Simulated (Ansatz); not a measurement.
Reactions of `O[CH2][SnH]([F])[Cl]`.

Gas-phase electronic energies from Ansatz, PBE0-D4/def2-TZVP geometries. CCSD(T)/CBS adds triple-zeta CCSD(T) − MP2 to the extrapolated MP2 energy (def2 sets, frozen cores). This one scheme is used for every species. DFT in def2-TZVPP. def2 core potentials past Kr. For As, Br, Ge, Sn outer-core shells are correlated without core-valence functions, which leaves a few kJ/mol of doubt a bond. Scalar relativity is left out up to krypton. One conformer a species, not always the lowest.

| reaction | B2PLYP (kJ/mol) | ωB97X-V (kJ/mol) |
| --- | --- | --- |
| `O[CH2][SnH]([F])[Cl]` + `[NH2][GeH3]` → `[NH2][SnH]([F])[Cl]` + `O[CH2][GeH3]` | -3 | -4 |
| `O[CH2][SnH]([F])[Cl]` + `C[SiH]([SiH3])[SiH3]` → `O[CH2][SnH2][Cl]` + `FC[SiH]([SiH3])[SiH3]` | 179 | 173 |
| `O[CH2][SnH]([F])[Cl]` + HBr → `[F][SnH]([Cl])[Br]` + CH₃OH | -120 | -117 |
| `O[CH2][SnH]([F])[Cl]` + `BN` → `N[BH][SnH]([F])[Cl]` + CH₃OH | -41 | -41 |
| `O[CH2][SnH]([F])[Cl]` + `CCN(C)BCl` → `CC[N](C)[SnH]([F])[Cl]` + `OCBCl` | 119 | 113 |
| `O[CH2][SnH]([F])[Cl]` + `CNC[AsH2]` → `C[NH][SnH]([F])[Cl]` + `OCC[AsH2]` | -60 | -60 |

Task: Give the CCSD(T)/CBS values in the same order. (Best estimate.)

Result: The calculation gave: -5, 183, -119, -42, 110, -66 kJ/mol.

Largest T1 diagnostic: 0.014, for `N[BH][SnH]([F])[Cl]`.
